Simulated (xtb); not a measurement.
C₄H₁₀Zn, triplet, from a rough starting geometry (GFN-xTB shapes and energies of metal compounds can be far from the true ones) (a higher spin typed on purpose: for a closed-shell molecule this is an excited state); GFN2-xTB (xtb).

Input for xtb:
```
$ xtb mol.xyz --gfn 2 --uhf 2 --opt vtight --json

# file mol.xyz
15

Zn    -0.10627515     0.05136839     0.28646634
C      1.58394424    -0.82313618     1.04856259
C      1.66316034    -2.31724595     0.77768442
H      1.65609442    -0.65944000     2.16059689
H      2.45711356    -0.38782610     0.63818677
H      1.75923716    -2.49665688    -0.27964054
H      0.80661284    -2.90932583     1.18685314
H      2.53669911    -2.80064140     1.23829929
C     -1.80561656     0.90795762    -0.67146811
C     -1.50948575     2.26849707    -1.18194202
H     -2.53719504     0.95513239     0.04812826
H     -2.12677478     0.36153567    -1.51344369
H     -0.69110414     2.28056739    -1.91567088
H     -1.18148859     2.97765386    -0.34569064
H     -2.35412700     2.78657246    -1.59323839
```

It wrote (shortened):

```
   ID    Z sym.   atoms
    1   30 Zn     1
    2    6 C      2, 3, 9, 10
    3    1 H      4-8, 11-15

           -------------------------------------------------
          |                Calculation Setup                |
           -------------------------------------------------

           -------------------------------------------------
          |                 G F N 2 - x T B                 |
           -------------------------------------------------

          ...................................................
          :                      SETUP                      :
          :.................................................:
          :  # basis functions                  30          :
          :  # atomic orbitals                  30          :
          :  # shells                           20          :
          :  # electrons                        28          :
          :  max. iterations                   250          :
          :  Hamiltonian                  GFN2-xTB          :
          :  restarted?                      false          :
          :  GBSA solvation                  false          :
          :  PC potential                    false          :
          :  electronic temp.          300.0000000     K    :
          :  accuracy                    1.0000000          :
          :  -> integral cutoff          0.2500000E+02      :
          :  -> integral neglect         0.1000000E-07      :
          :  -> SCF convergence          0.1000000E-05 Eh   :
          :  -> wf. convergence          0.1000000E-03 e    :
          :  Broyden damping             0.4000000          :
          :  net charge                          0          :
          :  unpaired electrons                  2          :
          ...................................................

 iter      E             dE          RMSdq      gap      omega  full diag
   1    -14.0560556 -0.140561E+02  0.476E+00    1.53       0.0  T
   2    -14.1788503 -0.122795E+00  0.222E+00    3.25       1.0  T
   3    -14.1902006 -0.113502E-01  0.985E-01    3.08       1.0  T
   4    -14.1889608  0.123975E-02  0.410E-01    3.17       1.0  T
   5    -14.1905450 -0.158419E-02  0.157E-01    3.18       1.0  T
   6    -14.1907437 -0.198654E-03  0.554E-02    3.19       1.0  T
   7    -14.1907460 -0.238491E-05  0.316E-02    3.19       1.0  T
   8    -14.1907471 -0.107949E-05  0.357E-03    3.19       7.2  T
[...]
 * total energy  :   -14.0601713 Eh     change       -0.1948056E-06 Eh
 * total energy  :   -14.0601719 Eh     change       -0.6798184E-06 Eh
 * total energy  :   -14.0601722 Eh     change       -0.2851684E-06 Eh
 * total energy  :   -14.0601725 Eh     change       -0.3293585E-06 Eh
 * total energy  :   -14.0601728 Eh     change       -0.2535622E-06 Eh
 * total energy  :   -14.0601731 Eh     change       -0.2714654E-06 Eh
 * total energy  :   -14.0601734 Eh     change       -0.3138445E-06 Eh
 * total energy  :   -14.0601736 Eh     change       -0.2467469E-06 Eh
 * total energy  :   -14.0601738 Eh     change       -0.1510220E-06 Eh
 * total energy  :   -14.0601739 Eh     change       -0.1135381E-06 Eh
 * total energy  :   -14.0601740 Eh     change       -0.1079043E-06 Eh
 * total energy  :   -14.0601741 Eh     change       -0.8068254E-07 Eh
   *** GEOMETRY OPTIMIZATION CONVERGED AFTER 59 ITERATIONS ***
         :: total energy             -14.060174083821 Eh    ::
[...]

 Mol. C6AA /au·bohr⁶  :       2786.163688
 Mol. C8AA /au·bohr⁸  :      96615.061884
 Mol. α(0) /au        :         96.776018

Wiberg/Mayer (AO) data.
largest (>0.10) Wiberg bond orders for each atom

 ---------------------------------------------------------------------------
     #   Z sym  total        # sym  WBO       # sym  WBO       # sym  WBO
 ---------------------------------------------------------------------------
     1  30 Zn   0.969 --     2 C    0.421     9 C    0.421
     2   6 C    3.548 --     3 C    1.068     5 H    0.977     4 H    0.971
                             1 Zn   0.421
     3   6 C    3.997 --     2 C    1.068     6 H    0.980     7 H    0.978
                             8 H    0.948
     4   1 H    0.999 --     2 C    0.971
     5   1 H    0.999 --     2 C    0.977
     6   1 H    0.999 --     3 C    0.980
     7   1 H    0.999 --     3 C    0.978
     8   1 H    0.996 --     3 C    0.948
     9   6 C    3.548 --    10 C    1.068    12 H    0.977    11 H    0.971
                             1 Zn   0.421
    10   6 C    3.997 --     9 C    1.068    13 H    0.980    14 H    0.978
                            15 H    0.948
    11   1 H    0.999 --     9 C    0.971
    12   1 H    0.999 --     9 C    0.977
    13   1 H    0.999 --    10 C    0.980
    14   1 H    0.999 --    10 C    0.978
    15   1 H    0.996 --    10 C    0.948
 ---------------------------------------------------------------------------

Topologies differ in total number of bonds
Writing topology from bond orders to xtbtopo.mol

molecular dipole:
                 x           y           z       tot (Debye)
 q only:       -0.132       0.065       0.345
   full:        0.015      -0.007      -0.043       0.116
molecular quadrupole (traceless):
                xx          xy          yy          xz          yz          zz
 q only:       -1.930      -0.000       0.453      -1.526       0.329       1.477
  q+dip:       -0.386      -0.754       0.387       0.011      -0.373      -0.001
   full:       -0.655      -0.253       1.539       0.195      -0.574      -0.884

optimized geometry written to: xtbopt.xyz

           -------------------------------------------------
          | TOTAL ENERGY              -14.060174083821 Eh   |
          | GRADIENT NORM               0.000019467753 Eh/α |
          | HOMO-LUMO GAP               5.629584462056 eV   |
           -------------------------------------------------

normal termination of xtb
```
